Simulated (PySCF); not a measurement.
SnOBr + H₂O → SnO(OH) + HBr

Level: PBE0 in the def2-TZVP basis family, computed in PySCF with density fitting; scalar-relativistic core potentials for atoms from Rb on, none lighter, no spin–orbit coupling; open shells unrestricted.

```json
{"species": "SnOBr", "state and structure": "doublet, Cs, Sn–Br 2.516 Å, Sn–O 1.977 Å; Br–Sn–O 94.0°", "ZPE (kJ/mol)": "5.4", "H(298 K) − H(0) (kJ/mol)": "13.7", "S° (J/(mol K))": "319.7"}
{"species": "H₂O", "state and structure": "singlet, C2v, O–H 0.960 Å (×2); H–O–H 105.1°", "ZPE (kJ/mol)": "56.5", "H(298 K) − H(0) (kJ/mol)": "9.9", "S° (J/(mol K))": "188.7"}
{"species": "SnO(OH)", "state and structure": "doublet, Cs, O–H 0.962 Å, Sn–O 1.974 Å, Sn–O 1.997 Å; H–O–Sn 114.8°, O–Sn–O 94.5°", "ZPE (kJ/mol)": "37.7", "H(298 K) − H(0) (kJ/mol)": "13.6", "S° (J/(mol K))": "300.5"}
{"species": "HBr", "state and structure": "singlet, C∞v, H–Br 1.421 Å", "ZPE (kJ/mol)": "16.0", "H(298 K) − H(0) (kJ/mol)": "8.7", "S° (J/(mol K))": "198.5"}
```

**Question.** Is the gas-phase reaction uphill or downhill in electronic energy at this level, and by how much?

**Answer.** At PBE0/def2-TZVP, ΔE = 83.8 kJ/mol, uphill. 

**Question.** Add zero-point, thermal and entropy terms for 298.15 K and 1 bar.

**Answer.** ΔZPE = -8.2 and Δ[H(298) − H(0)] = -1.3 kJ/mol give ΔH° = 74.3 kJ/mol. ΔS° = -9.4 J/(mol K), so ΔG° = 74.3 − 298.15 × (-0.0094) = 77 kJ/mol and log₁₀K = -13.5.

Only the bonding shown was studied: isomers, or loss of a ligand pair, can lie lower.
